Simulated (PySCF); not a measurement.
## C₆ coefficients of unlike pairs at PBE

Calculated with PySCF 2.14 from the dipole response of each species, C₆(A,B) = (3/π) ∫ α_A(iu) α_B(iu) du, in atomic units, from isotropic polarisabilities. For ions this is the dispersion term alone; charge-induced terms of lower order in 1/R come first.

```
species           configuration                                                                      basis      relativity  α (bohr³)  C₆ (like pair)
    C³⁺           [He] 2s1 (2S)                                                     aug-cc-pVTZ (5s4p3d2f)            none      3.089           2.440
   Sn²⁺      [Kr] 4d10 5s2 (1S)                                aug-cc-pwCVTZ-PP with ECP28MDF (8s7p6d4f1g)  core potential      14.65           81.94
      I  [Kr] 4d10 5s2 5p5 (2P)       def2-QZVPPD with the def2 core potential (28 electrons) (8s7p5d4f1g)  core potential      34.56           377.0
     Ne               [Ne] (1S)  x2c-TZVPPall with one added diffuse shell each of s, p, d type (6s4p3d1f)   spin-free X2C      2.836           7.035
```

Task: Estimate C₆ for Sn²⁺ with C³⁺.

Result: The integral gives 13.75. The combination rule 2 C_A C_B / (C_A α_B/α_A + C_B α_A/α_B) gives 13.86 and the geometric mean 14.14.

No spin-orbit coupling is included.

The other pairs:

```json
{"pair": "Ne, Sn²⁺", "C₆": "22.84"}
{"pair": "Ne, C³⁺", "C₆": "3.541"}
{"pair": "Ne, I", "C₆": "46.52"}
{"pair": "I, Sn²⁺", "C₆": "174.1"}
{"pair": "I, C³⁺", "C₆": "30.13"}
```
